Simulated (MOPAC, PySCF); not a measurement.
CHNS, SMILES `N#CS`, neutral singlet in the gas phase. 

Cartesian coordinates (Å):
```xyz
4

N      1.7196    -0.1519    -0.3725
C      0.6516     0.0961     0.0330
S     -0.8474     0.5478     0.6720
H     -1.5237    -0.4919     0.1196
```
Charge 0, multiplicity 1.

All levels are single points at this geometry (PBE-D3(BJ)/def2-TZVP); Pople sets use spherical d functions. Orbital energies aren't observables, and empty levels follow the basis.

AM1 in MOPAC gives gap (eV) = 9.61.

**Question.** Estimate the gap (eV) from each of these levels: PBE-D3(BJ)/def2-TZVP in PySCF; B3LYP/6-311+G** in PySCF; B3LYP/6-31G* in PySCF; B3LYP/LANL2DZ in PySCF; BP86/6-31G* in PySCF; M06-2X/6-31G* in PySCF; SVWN5/6-31G* in PySCF; HF/3-21G in PySCF; HF/6-31G* in PySCF; HF/STO-3G in PySCF; PM3 in MOPAC; PM7 in MOPAC.

**Answer.** 
| level | gap (eV) |
|---|---|
| PBE-D3(BJ)/def2-TZVP in PySCF | 4.91 |
| B3LYP/6-311+G** in PySCF | 6.70 |
| B3LYP/6-31G* in PySCF | 6.83 |
| B3LYP/LANL2DZ in PySCF | 7.19 |
| BP86/6-31G* in PySCF | 5.06 |
| M06-2X/6-31G* in PySCF | 9.55 |
| SVWN5/6-31G* in PySCF | 5.04 |
| HF/3-21G in PySCF | 14.51 |
| HF/6-31G* in PySCF | 14.10 |
| HF/STO-3G in PySCF | 17.25 |
| PM3 in MOPAC | 9.18 |
| PM7 in MOPAC | 8.40 |
